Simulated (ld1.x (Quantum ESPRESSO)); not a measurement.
## Configuration tests for bismuth (TM)

* Element: Bi
* Generator: ld1.x (Quantum ESPRESSO) 7.5
* Type: norm-conserving Troullier–Martins (Kleinman–Bylander form)
* Functional: LDA (PZ)
* Relativity: scalar-relativistic
* Frozen core: [Xe]
* Valence charge: 29
* Reference configuration: 4f14 5d10 6s2 6p3
* Partial waves: 6s (bound): rc 1.55 bohr; 6p (bound): rc 1.95 bohr; 4f (bound): rc 0.80 bohr; 5d (bound): rc 1.35 bohr
* Local potential: the d channel
* Core correction: Bessel-smoothed model core, default radius (core density twice the valence density)

Energies are relative to the spin-unpolarised reference configuration 4f14 5d10 6s2 6p3; without spin polarisation the order of configurations can differ from experiment. Spin-polarised rows fill each open shell by Hund’s rule, majority spin first. Not all tests gave a result: 2 of 9 tests not solved or not reliable. Left out of the table: 4f14 5d10 6s2 6p2.5 (solver errors, printed error -2.3 meV); 4f13 5d10 6s2 6p3 (solver errors, printed error -12450 eV).

```json
{"valence configuration": "4f14 5d10 6s2 6p2", "charge": "+1", "ΔE all-electron (eV)": "8.154", "error AE − PS (meV)": "-7.4"}
{"valence configuration": "4f14 5d10 6s2 6p1", "charge": "+2", "ΔE all-electron (eV)": "23.719", "error AE − PS (meV)": "-23"}
{"valence configuration": "4f14 5d10 6s2 6p0", "charge": "+3", "ΔE all-electron (eV)": "47.434", "error AE − PS (meV)": "-32"}
{"valence configuration": "4f14 5d10 6s0 6p5", "charge": "0", "ΔE all-electron (eV)": "20.722", "error AE − PS (meV)": "-46"}
{"valence configuration": "4f14 5d10 6s2 6p3 (spin-polarised)", "charge": "0", "ΔE all-electron (eV)": "-1.024", "error AE − PS (meV)": "+1.1"}
```

(1) What are ΔE and the potential's error for 4f14 5d10 6s2 6p2 (spin-polarised)?

(2) What are ΔE and the potential's error for 4f14 5d10 6s2 6p3.3?

Levels in the configuration 4f14 5d10 6s2 6p3 (spin-polarised):

```json
{"level": "4f up", "all-electron (eV)": "-152.767", "pseudo (eV)": "-152.696"}
{"level": "5d up", "all-electron (eV)": "-27.138", "pseudo (eV)": "-27.126"}
{"level": "6s up", "all-electron (eV)": "-15.156", "pseudo (eV)": "-15.150"}
{"level": "6p up", "all-electron (eV)": "-5.249", "pseudo (eV)": "-5.245"}
{"level": "4f down", "all-electron (eV)": "-152.720", "pseudo (eV)": "-152.689"}
{"level": "5d down", "all-electron (eV)": "-26.830", "pseudo (eV)": "-26.788"}
{"level": "6s down", "all-electron (eV)": "-13.904", "pseudo (eV)": "-13.890"}
```

A Bessel basis up to 400 Ry misses an occupied level by 0.49 Ry, so cutoffs were not judged. Note: ghost states, extra bound levels that the all-electron valence spectrum of the same l lacks: s at -79.7 eV, p at -21.4 eV (other channels not judged).

## Answers

(1) ΔE = 7.602 eV all-electron; the error (AE − PS) is -3.7 meV.

(2) ΔE = -1.152 eV all-electron; the error (AE − PS) is +0.2 meV.
